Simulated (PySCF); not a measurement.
ReO3, SMILES [O]=[Re](=[O])=[O] (connectivity only; charge and spin as stated), neutral, multiplicity 2. Atoms are numbered in the order given.

```xyz
4

Re     0.0000     0.0000    -0.1017
O      1.4327    -0.8272     0.3179
O     -1.4327    -0.8272     0.3179
O      0.0000     1.6543     0.3179
```
Charge 0, spin multiplicity 2.

Coordinates come from a r2SCAN-D4/def2-TZVP optimisation. The multiplicity is an assumed one; other spin states were not compared. The isomer is the one that the SMILES or the coordinates give; other isomers of the formula were not compared. The def2 effective core potentials stand for the cores of Re; spin–orbit coupling is left out.

Method: B3LYP/def2-TZVPD in PySCF.

Mulliken values depend strongly on the basis, most of all with diffuse functions as here. ESP charges are fitted to the potential on shells at 1.4 to 2.0 van der Waals radii. Atomic charges (e):

| atom | ESP fit | Mulliken | Mulliken spin |
|---|---|---|---|
| Re1 | (withheld) | 1.51 | 1.03 |
| O2 | (withheld) | -0.50 | -0.01 |
| O3 | (withheld) | -0.50 | -0.01 |
| O4 | (withheld) | -0.50 | -0.01 |

Task: Complete the blanks. (Estimate from the structure and the level; the computed values follow.)

Result: 
- Re1, ESP fit: 1.11
- O2, ESP fit: -0.37
- O3, ESP fit: -0.37
- O4, ESP fit: -0.37
